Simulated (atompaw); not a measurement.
Reading a pseudo-wave (Fe (Z = 26))

Columns: radius, all-electron u(r) and pseudo u(r) of the 4s shell (level -6.05 eV) of iron in the configuration [Ar] 3d6 4s1.5 4p0.5; LDA (PW92), scalar-relativistic, PAW (atompaw) scheme, atompaw 4.2.0.5.

```
r (bohr)  all-electron  pseudo
   0.115        0.1030  0.0624
   0.231        0.1392  0.1246
   0.346       -0.0471  0.1850
   0.462       -0.2124  0.2440
   0.577       -0.2800  0.2999
   0.692       -0.2610  0.3527
   0.808       -0.1850  0.4025
   0.923       -0.0808  0.4479
   1.038        0.0329  0.4890
   1.154        0.1453  0.5261
   1.269        0.2477  0.5582
   1.385        0.3386  0.5859
   1.500        0.4153  0.6087
   1.615        0.4788  0.6270
   1.731        0.5301  0.6410
   1.846        0.5695  0.6507
   1.962        0.5989  0.6566
   2.077        0.6190  0.6588
   2.192        0.6314  0.6576
   2.308        0.6371  0.6535
   2.423        0.6372  0.6466
   2.538        0.6325  0.6374
   2.654        0.6238  0.6259
   2.769        0.6120  0.6127
   2.885        0.5974  0.5975
   3.000        0.5809  0.5809
```

Problem. How many radial nodes do the two functions have?

Solution. The all-electron 4s function has n − l − 1 = 3 (the table is too coarse to show those close to the nucleus); the pseudo-wave has 0, since the states of the same l below it are removed with the core.

Problem. Where does each function peak?

Solution. Outermost all-electron maximum near 2.42 bohr, pseudo maximum near 2.08 bohr (to the table’s step).

Problem. Is the pseudo-wave norm-conserving?

Solution. No, it belongs to a PAW set: the norm inside the radius is not constrained, and the difference is carried by the augmentation charge.
